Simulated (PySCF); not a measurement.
Compound: C2H8F2OSi2.
SMILES with atom numbers: `[F:1][CH:2]([F:3])[O:4][CH:5]([SiH3:6])[SiH3:7]` (hydrogens: H8 on C2; H9 on C5; H10, H11, H12 on Si6; H13, H14, H15 on Si7)

A linear-response calculation (PySCF, def2-SVPD basis, gas phase, vertical, core orbitals frozen in the response) gave these numbers; the functional is withheld.

Orbital energies (eV): HOMO-3 -11.34, HOMO-2 -11.12, HOMO-1 -10.55, HOMO -9.71, LUMO 0.85, LUMO+1 1.22, LUMO+2 1.48.

| state | E (eV) | f | main configurations (H = HOMO, L = LUMO) |
| --- | --- | --- | --- |
| S1 | 7.45 | 0.029 | H→L (85%) |
| S2 | 7.80 | 0.0064 | H→L+4 (53%), H→L+3 (10%), H→L (10%) |
| S3 | 7.99 | 0.090 | H→L+3 (56%), H→L+1 (27%) |
| S4 | 8.28 | 0.011 | H-1→L (81%) |
| S5 | 8.35 | 0.104 | H→L+1 (40%), H→L+4 (19%), H→L+5 (13%) |
| S6 | 8.42 | 0.025 | H→L+2 (57%), H→L+6 (15%), H→L+7 (11%) |

Triplets (Tamm–Dancoff): T1 7.10 eV, H→L (52%), H→L+4 (14%), H→L+1 (14%); T2 7.25 eV, H→L+4 (47%), H→L (32%); T3 7.63 eV, H→L+3 (39%), H→L+1 (34%); T4 7.88 eV, H-1→L (71%).

Vertical ionisation energy by ΔSCF with the same functional: 10.37 eV. Mean static polarisability: 86.6 au.

Task: Which of these was used?
A. CAM-B3LYP
B. HF
C. PBE
D. B3LYP

Result: A. CAM-B3LYP is range-separated, 19% exact exchange at short range and 65% at long range (ω = 0.33 bohr⁻¹). In this run −ε(HOMO) = 9.71 eV differs from the ΔSCF value by -0.65 eV, and S1 differs from the orbital gap of 10.56 eV by -3.11 eV. The ratio −ε(HOMO)/IP is 0.94. Small neutral molecules mostly give 0.85 to 0.93 with CAM-B3LYP, 0.5 to 0.7 with PBE, 0.67 to 0.83 with B3LYP; Hartree–Fock can't fall below 1, since the ion's relaxation only lowers the ΔSCF value.

Computed, not measured: PySCF, TDDFT CAM-B3LYP/def2-SVPD, vertical, gas phase, core orbitals frozen in the response. One conformer (not necessarily the lowest) at the PBE0-D3(BJ)/def2-SVP geometry, without solvent, vibrations or thermal averaging.

Hardware: one thread, Intel Xeon 6975P-C (x86_64), on a shared host. Cost: 1.9 min wall (with the writing of density and orbital grids), 1.1 GiB resident at most.

Shape of the structure used: `[F:1][CH:2]([F:3])[O:4][CH:5]([SiH3:6])[SiH3:7]`: F1–C2–O4–C5 -73°, C2–O4–C5–Si6 -169°.
